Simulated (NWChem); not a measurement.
System: C$_{4}$H$_{6}$; SMILES C(C)C#C

All runs: NWChem. Medium grid unless said otherwise, to which SCAN and Minnesota functionals are sensitive. The geometry was optimised at PBE0/def2-SVP. Computed dipoles belong to the equilibrium geometry; the measured one is vibrationally averaged.

Measured dipole moment: 0.78 D (NIST CCCBDB, as tabulated in the package chemicals).

```
level               dipole moment (D)  computed − measured  relative time (rough)
------------------  -----------------  -------------------  ---------------------
PBE/def2-SVP                     0.79                +0.01                      1
B3LYP/def2-SVP                   0.74                -0.04                      1
BLYP/def2-SVP                    0.76                -0.02                      2
CAM-B3LYP/def2-SVP         (withheld)           (withheld)                      5
PW6B95/def2-SVP                  0.75                -0.03                      1
r2SCAN/def2-SVP            (withheld)           (withheld)                      1
```

Question: What belongs in the gaps?

Answer: 
- CAM-B3LYP/def2-SVP, dipole moment (D): 0.73
- CAM-B3LYP/def2-SVP, computed − measured: -0.05
- r2SCAN/def2-SVP, dipole moment (D): 0.81
- r2SCAN/def2-SVP, computed − measured: +0.03
